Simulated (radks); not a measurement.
The numbers below are computed, except where a source is named.
Cu, configuration [Ar] 3d10 4s1 (the NIST ground configuration).

Code: a radial shooting solver on a logarithmic mesh with Libxc functionals. Model: scalar-relativistic Kohn-Sham, PBE, spin-polarised, spherical densities, point nucleus; open shells are filled with parallel spins first; hard spherical wall at 2.5 bohr.

Energy parts (eV):
total: -44978.473
kinetic: 45883.485
electron-nucleus: -109107.099
Hartree: 20111.727
exchange-correlation: -1866.586

Orbitals (lengths in bohr, moments of r in powers of bohr; r(max) is where P^2 peaks):
| orbital | occ. | eigenvalue (eV) | <r^4> | <1/r> | r(max) |
|---|---|---|---|---|---|
| 1s up | 1 | -8828.251 | 0.00003438 | 29.16 | 0.03411 |
| 1s down | 1 | -8828.088 | 0.00003438 | 29.16 | 0.03411 |
| 2s up | 1 | -1039.358 | 0.007415 | 6.328 | 0.1966 |
| 2s down | 1 | -1039.269 | 0.007415 | 6.327 | 0.1966 |
| 2p up | 3 | -893.8600 | 0.005532 | 6.209 | 0.1582 |
| 2p down | 3 | -893.7586 | 0.005532 | 6.209 | 0.1582 |
| 3s up | 1 | -94.8827 | 0.5990 | 1.970 | 0.6163 |
| 3s down | 1 | -94.6663 | 0.5932 | 1.972 | 0.6165 |
| 3p up | 3 | -52.7379 | 0.8338 | 1.807 | 0.6243 |
| 3p down | 3 | -52.4673 | 0.8194 | 1.811 | 0.6245 |
| 3d up | 5 | 14.3534 | 1.934 | 1.428 | 0.6171 |
| 3d down | 5 | 14.8790 | 1.860 | 1.441 | 0.6156 |
| 4s up | 1 | 30.2366 | 7.785 | 0.8968 | 1.617 |
| 4s down | 0 | 31.9683 | 7.772 | 0.8978 | 1.614 |
| 4p up | 0 | 45.1268 | 8.196 | 0.9182 | 1.675 |
| 4p down | 0 | 46.8376 | 8.198 | 0.9166 | 1.674 |
| 4d up | 0 | 73.2337 | 7.948 | 1.052 | 1.767 |
| 4d down | 0 | 74.7037 | 8.015 | 1.041 | 1.767 |
| 5s up | 0 | 147.8293 | 9.135 | 1.097 | 2.036 |
| 5s down | 0 | 148.6968 | 9.153 | 1.097 | 2.036 |

The highest occupied level is 4s up at 30.237 eV. The pressure on the wall is 1300 GPa. Summed over all electrons, <r^2> = 18.35 bohr^2, which gives a Langevin (diamagnetic) susceptibility term of -14.5 x 10^-6 cm^3/mol. Spin moment in Bohr magnetons: 1.
